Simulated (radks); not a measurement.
Results of a calculation; reference values are marked as such.
Q: The mean radii <r> (bohr) of the occupied orbitals of an atom or ion are listed with their occupations. Code: a radial shooting solver on a logarithmic mesh with Libxc functionals. Model: Dirac Kohn-Sham, PBE, spin-unpolarised, spherical densities, point nucleus.

| orbital | occ. | <r> |
|---|---|---|
| 1s1/2 | 2 | 0.09687 |
| 2s1/2 | 2 | 0.4787 |
| 2p1/2 | 2 | 0.4407 |
| 2p3/2 | 4 | 0.4430 |
| 3s1/2 | 2 | 1.637 |
| 3p1/2 | 2 | 1.891 |
| 3p3/2 | 1 | 1.898 |

Name the element and its charge. Open shells, if any, fill j = l - 1/2 first.

A: Z = 16, sulfur, charge +1: S+ in [Ne] 3s2 3p3. The 1s radius gives Z: for a bare nucleus <r> = (2 gamma + 1)/(2Z) with gamma = sqrt(1 - (Z/c)^2), 0.09332 bohr for Z = 16, and screening makes it slightly larger (0.09687 here). The occupations add up to 15, and the charge is Z minus that.
